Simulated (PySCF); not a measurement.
Compound: C₃H₂F₃O (doublet state).
Atom-mapped SMILES: `[F:1][C:2]([F:3])[C@:4]1([F:5])[CH2:6][O:7]1` (hydrogens: H8, H9 on C6)

Cartesian coordinates in Å at the GFN2-xTB level; atoms count from 1:
```
atom  x, y, z in Å
F1     2.2219    0.1714    0.8974
C2     1.3931   -0.1076   -0.1033
F3     1.4749   -1.3936   -0.4428
C4     0.0620    0.5135   -0.1102
F5     0.0866    1.7587    0.4233
C6    -1.2180   -0.2360   -0.0016
O7    -0.7572    0.3576   -1.1923
H8    -1.1964   -1.3182    0.0275
H9    -2.0533    0.2604    0.4767
```

The hyperfine couplings belong to this conformer and change with its torsions.

The calculation used UKS B3LYP, pcH-1 on C F H O, non-relativistic, mean-field spin-orbit, GIAO (PySCF). The structure is a single GFN2-xTB conformer in the gas phase; no vibrational or solvent corrections. Couplings are sensitive to structure, and on GFN2-xTB geometries they can be far from those on DFT ones. The SCF solution wasn't tested for stability.

Problem. Where do the isotropic ENDOR lines of C2, C6, C4, F1/F3, F5, H8 and H9 fall at 1218.1 mT, to first order?

Solution. ν± = |νn ± a/2|, one line for each electron-spin manifold; νn = |g_N| × 7.62259 MHz/T × B.

| nuclei | isotope | g_N | νn (MHz) | a_iso (MHz) | lower line (MHz) | upper line (MHz) |
| --- | --- | --- | --- | --- | --- | --- |
| C2 | 13C | 1.4048 | 13.04 | 320.07 | 146.99 | 173.08 |
| C6 | 13C | 1.4048 | 13.04 | 35.27 | 4.59 | 30.68 |
| C4 | 13C | 1.4048 | 13.04 | -9.97 | 8.06 | 18.03 |
| F1/F3 | 19F | 5.2577 | 48.82 | 220.97 | 61.66 | 159.30 |
| F5 | 19F | 5.2577 | 48.82 | -4.18 | 46.73 | 50.91 |
| H8 | 1H | 5.5857 | 51.86 | -6.33 | 48.70 | 55.03 |
| H9 | 1H | 5.5857 | 51.86 | 5.05 | 49.34 | 54.39 |

The rows for 13C, of low natural abundance, apply to labelled samples.

Problem. Which pairs are centred on the nuclear Larmor frequency, and which on half the coupling?

Solution. Centred on νn, since |a| < 2νn: C4, F5, H8 and H9. Centred on |a|/2 and split by 2νn: C2, C6 and F1/F3.

Problem. At what field would the lower line of C2 fall to zero frequency?

Solution. Where νn = |a|/2, that is B = 160.04 MHz/(1.4048 × 7.62259 MHz/T) = 14900 mT, as far as first order holds there.

Means are taken over nuclei equivalent by connectivity, which assumes that they swap fast.
